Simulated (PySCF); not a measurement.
Run record: geometry optimisation, `FC(F)(F)COCC(F)(F)F` (CF3CH2OCH2CF3).

Method: PBE0-D3(BJ)/def2-SVP geometry optimisation, gas phase (PySCF 2.14.0). Start geometry: GFN2-xTB. A driver script takes a list of jobs; this job's settings line and coordinates (Å) are shown.

Input:
```
{"job": {"xc": "PBE0", "basis": "def2-SVP", "d3": "d3bj", "grid": 1, "kind": "geom"}, "charge": 0, "multiplicity": 1}
F      1.864487     1.329754     0.601338
C      2.122696     0.054223     0.264374
F      2.116565    -0.652215     1.393592
F      3.370792     0.032223    -0.218644
C      1.130592    -0.482244    -0.778185
O     -0.133419    -0.752915    -0.252504
C     -0.881362     0.372726     0.145223
C     -2.342323    -0.065350     0.235439
F     -3.115321     0.961217     0.620660
F     -2.813432    -0.484144    -0.941358
F     -2.531410    -1.046836     1.113836
H      1.092901     0.245859    -1.602086
H      1.514319    -1.437995    -1.143640
H     -0.580767     0.748863     1.132263
H     -0.818733     1.184825    -0.592220
```

Output:
```
step   0  E = -827.68569881  max force = 0.015736
step   1  E = -827.68708603  max force = 0.005768
step   2  E = -827.68722749  max force = 0.001607
step   3  E = -827.68729240  max force = 0.000892
step   4  E = -827.68737293  max force = 0.001051
step   5  E = -827.68746260  max force = 0.001493
step   6  E = -827.68755578  max force = 0.001671
step   7  E = -827.68755973  max force = 0.001017
step   8  E = -827.68753045  max force = 0.000449
step   9  E = -827.68755781  max force = 0.000389
optimisation converged
```

Energies in Eh; «max force» is the largest Cartesian gradient component in Eh/bohr.

Q: At which steps does the energy rise by more than 1e-5 Eh?

A: At step 8 (+0.03 mEh).

In short: final energy -827.68756 Eh after 9 steps; dipole 1.91 D.

Rough CPU time on one thread of a shared machine: about 3 min.
Labels such as C1 count atoms from 1, the log's own numbers from 0.
